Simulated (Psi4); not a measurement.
A dimer, H3ClSi ··· HF (SMILES [SiH3]Cl and F); the first 5 atoms form monomer A.

```
7

Si    -0.1324    -0.0037    -0.0049
Cl     1.9317     0.0536     0.0710
H     -0.5358    -0.9923    -1.0236
H     -0.6247     1.3397    -0.3669
H     -0.6388    -0.3973     1.3243
F      4.0456     2.1208     0.5973
H      3.4253     1.4556     0.4317
```

Problem. What interaction energy does SAPT0/jun-cc-pVDZ, frozen core in Psi4 give, and which attractive term is the largest?

Solution. Total -1.45 kJ/mol: electrostatics -13.63, exchange 33.98, induction -14.80, dispersion -6.99. The most attractive term is induction.
